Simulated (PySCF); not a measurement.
Atomic charges by several schemes

Species: C8H11NSi.
Structure used (GFN2-xTB), in Å, numbered top down from 1:
```
atom  x, y, z in Å
C1     3.2970   -1.8067    1.0974
C2     2.7509   -0.7724    0.8437
C3     2.0705    0.4601    0.5312
Si4    0.7453    0.1771   -0.8092
C5    -0.5686    1.5494   -1.0375
C6    -1.7025    0.5096   -0.8571
C7    -2.7573    0.9816   -0.0084
N8    -3.5774    1.3854    0.6806
C9    -0.8896   -0.6903   -0.2876
C10   -1.0748   -0.9074    1.2087
H11    3.7899   -2.7021    1.3311
H12    2.8016    1.1887    0.1770
H13    1.6223    0.8574    1.4443
H14    1.3296   -0.3263   -2.0566
H15   -0.6179    2.0771   -1.9859
H16   -0.5903    2.2982   -0.2467
H17   -2.1361    0.2452   -1.8252
H18   -1.1399   -1.6174   -0.8055
H19   -0.3651   -1.6509    1.5666
H20   -2.0828   -1.2556    1.4318
H21   -0.9139    0.0163    1.7615
```

Density: PBE0/pcSseg-1 (PySCF); schemes: Mulliken, IAO, Hirshfeld and ESP-fitted. The structure is a single GFN2-xTB conformer in the gas phase; no vibrational or solvent corrections.

Problem. Atoms with like bonding are taken together and averaged. Do the Mulliken, IAO, Hirshfeld and ESP-fitted schemes agree on where the charge is highest?

Solution. All schemes agree: Mulliken Si4 (+0.873); IAO Si4 (+0.909); Hirshfeld Si4 (+0.391); ESP-fitted Si4 (+0.484).

Problem. At which atom do the 4 schemes differ most?

Solution. At C9: from -0.532 (Mulliken) to +0.011 e (ESP-fitted), 0.543 e apart.

Problem. For which atoms does the sign change between the 4 schemes (beyond +0.03 e in one, beyond −0.03 e in another)?

Solution. C2. Atomic charges aren't observables, and each scheme defines them in its own way.

Problem. Tabulate the Mulliken, IAO, Hirshfeld and ESP-fitted charges.

Solution. In e; atoms taken as equivalent share a row and are averaged (×n: the atom named and its like, n in all):

| atom | environment | Mulliken | IAO | Hirshfeld | ESP-fitted |
| --- | --- | --- | --- | --- | --- |
| C1 | terminal alkyne carbon | -0.382 | -0.262 | -0.126 | -0.527 |
| C2 | alkyne carbon | +0.133 | -0.026 | -0.042 | +0.139 |
| C3 | sp3 carbon bound to silicon | -0.442 | -0.554 | -0.136 | -0.451 |
| Si4 | SiH silicon | +0.873 | +0.909 | +0.391 | +0.484 |
| C5 | sp3 carbon bound to silicon | -0.438 | -0.541 | -0.159 | -0.464 |
| C6 | sp3 carbon next to a nitrile | -0.245 | -0.149 | -0.007 | +0.006 |
| C7 | nitrile carbon | +0.123 | +0.139 | +0.088 | +0.330 |
| N8 | nitrile nitrogen | -0.250 | -0.261 | -0.234 | -0.476 |
| C9 | sp3 carbon bound to silicon | -0.532 | -0.362 | -0.101 | +0.011 |
| C10 | methyl carbon | -0.208 | -0.416 | -0.121 | -0.377 |
| H11 | alkyne hydrogen | +0.040 | +0.201 | +0.090 | +0.328 |
| H12 | methylene hydrogen | +0.180 | +0.183 | +0.062 | +0.190 |
| H13 | methylene hydrogen | +0.183 | +0.181 | +0.062 | +0.171 |
| H14 | Si–H hydrogen | -0.046 | -0.112 | -0.071 | -0.101 |
| H15 | methylene hydrogen | +0.152 | +0.155 | +0.041 | +0.129 |
| H16 | methylene hydrogen | +0.156 | +0.159 | +0.044 | +0.153 |
| H17 | methine hydrogen | +0.169 | +0.174 | +0.063 | +0.084 |
| H18 | methine hydrogen | +0.144 | +0.145 | +0.037 | +0.023 |
| H19/H20/H21 | methyl hydrogen | +0.130 | +0.145 | +0.040 | +0.116 |

Mean size of the charges over all atoms: IAO 0.255 e, Mulliken 0.242 e, ESP-fitted 0.228 e, Hirshfeld 0.095 e. Each set sums to the total charge, 0, to within 0.001 e. The IAO scheme projects the occupied orbitals on a minimal set of polarised atomic orbitals and counts the electrons in each atom's part of it.

Problem. Sum the charges by element, for elements with more than one atom.

Solution. 
```json
{"element": "C", "atoms": "8", "Mulliken": "-1.992", "IAO": "-2.170", "Hirshfeld": "-0.605", "ESP-fitted": "-1.331"}
{"element": "H", "atoms": "11", "Mulliken": "+1.369", "IAO": "+1.522", "Hirshfeld": "+0.448", "ESP-fitted": "+1.324"}
```

Problem. How closely do the schemes follow one another over all atoms?

Solution. Correlation coefficient and root-mean-square difference: Mulliken with IAO 0.96, 0.092 e; IAO with Hirshfeld 0.94, 0.208 e; Mulliken with Hirshfeld 0.90, 0.202 e; Hirshfeld with ESP-fitted 0.87, 0.184 e; IAO with ESP-fitted 0.86, 0.167 e; Mulliken with ESP-fitted 0.80, 0.191 e.

These values come from a run that also computed NMR shieldings. The run took 84 s wall on Arm Neoverse V1, one thread, on a shared host, and the process peaked at 1.1 GiB of memory.
